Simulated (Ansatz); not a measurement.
AlBrH6Si2. Total charge 0; spin multiplicity 1. The bonds changed during the relaxation, so this is another structure than the one it started from. Geometry: relaxed with PBE0-D4/def2-TZVP.

```xyz
10

Al    1.720    1.213    0.966
Si    0.409   -0.666    0.207
Si   -1.834   -0.642   -0.454
Br    1.506    0.506   -1.555
H     3.217    0.937    1.392
H     0.962    2.592    1.114
H     0.965   -2.042    0.071
H    -2.017   -1.329   -1.759
H    -2.285    0.769   -0.564
H    -2.645   -1.338    0.582
```

(1) What is the dipole moment at PBE/def2-TZVPP? (An estimate is asked.)

(2) And with r2SCAN, B3LYP, ωB97M-V? (Estimate.)

(3) Give the Mulliken charges with PBE, ωB97M-V, r2SCAN in def2-TZVPP. (Best estimate.)

Results:

(1) Computed: 1.36 D, with components (-0.94, -0.96, 0.19) D in this frame, pointing from negative to positive charge.

(2) The calculation gave: r2SCAN 1.46 D, B3LYP 1.51 D, ωB97M-V 1.54 D.

(3) The calculation gave: 
```csv
atom,PBE,ωB97M-V,r2SCAN
Al1,0.35,0.34,0.48
Si2,0.06,0.02,0.07
Si3,0.11,0.06,0.17
Br4,-0.15,-0.17,-0.18
H5,-0.12,-0.11,-0.17
H6,-0.12,-0.11,-0.17
H7,-0.04,0.00,-0.06
H8,-0.03,0.00,-0.05
H9,-0.03,0.00,-0.05
H10,-0.04,-0.02,-0.06
```

B3LYP here is the variant with VWN-RPA as its local correlation; programs differ in this.
